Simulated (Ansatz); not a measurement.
Species: C5H6BNO, SMILES `Bc1ccc(O)cn1` (H–B–C–N torsion 0°, C–C–O–H torsion -180°) (charge 0, multiplicity 1).

Q: Give a relaxed geometry from B3LYP-D3(BJ)/def2-SVP in Ansatz (a quantum-chemistry and plane-wave program).

A: One answer among several that fit: the end point of this relaxation, one of several conformers (outside a Z-matrix the atoms follow the SMILES, hydrogens last).
Z-matrix (Å, degrees):
```
C
N 1 1.3623
C 2 1.3181 1 119.50
H 3 1.1010 2 117.49 1 -180.00
C 3 1.4137 4 118.94 2 180.00
O 5 1.3460 3 122.44 4 0.00
H 6 0.9679 5 109.76 3 0.00
C 5 1.3982 6 119.27 7 -180.00
C 8 1.3906 5 117.79 6 -180.00
H 8 1.0918 9 122.58 1 -180.00
H 9 1.0923 8 119.93 10 0.00
B 1 1.5431 2 118.50 3 180.00
H 12 1.2034 1 120.39 2 0.00
H 12 1.2086 13 120.14 1 -180.00
```
